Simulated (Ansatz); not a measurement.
Mulliken charges of BH₆NSeSi, SMILES `NB[Se][SiH3]` from r2SCAN/def2-TZVPP in Ansatz (PBE0-D4/def2-TZVP geometry).

```json
{"atom": "N1", "x (Å)": "-0.828", "y (Å)": "1.192", "z (Å)": "-0.751", "charge (e)": "-0.294"}
{"atom": "B2", "x (Å)": "0.244", "y (Å)": "0.636", "z (Å)": "-1.432", "charge (e)": "0.030"}
{"atom": "Se3", "x (Å)": "1.449", "y (Å)": "-0.745", "z (Å)": "-0.730", "charge (e)": "-0.123"}
{"atom": "Si4", "x (Å)": "0.461", "y (Å)": "-1.180", "z (Å)": "1.268", "charge (e)": "0.221"}
{"atom": "H5", "x (Å)": "-1.402", "y (Å)": "1.904", "z (Å)": "-1.171", "charge (e)": "0.186"}
{"atom": "H6", "x (Å)": "-1.089", "y (Å)": "0.973", "z (Å)": "0.196", "charge (e)": "0.164"}
{"atom": "H7", "x (Å)": "0.498", "y (Å)": "1.000", "z (Å)": "-2.540", "charge (e)": "0.002"}
{"atom": "H8", "x (Å)": "-0.804", "y (Å)": "-1.943", "z (Å)": "1.101", "charge (e)": "-0.056"}
{"atom": "H9", "x (Å)": "0.137", "y (Å)": "0.084", "z (Å)": "1.985", "charge (e)": "-0.075"}
{"atom": "H10", "x (Å)": "1.417", "y (Å)": "-1.973", "z (Å)": "2.077", "charge (e)": "-0.057"}
```

Q: By hand: the dipole of these point charges (1 e Å = 4.8032 D).

A: Σ q r = (-0.310, 0.230, 0.028) e Å, of length 0.387 e Å = 1.86 D.

Q: How does the dipole of the full density compare? (An estimate is asked.)

A: The calculation gave: (-0.420, 0.260, 0.188) e Å, 2.54 D; the point charges give 0.73 times that, at 17° from its direction.

Point charges leave out the atoms' own dipoles, such as those of lone pairs, and Mulliken's split depends on the basis, so the two needn't agree.
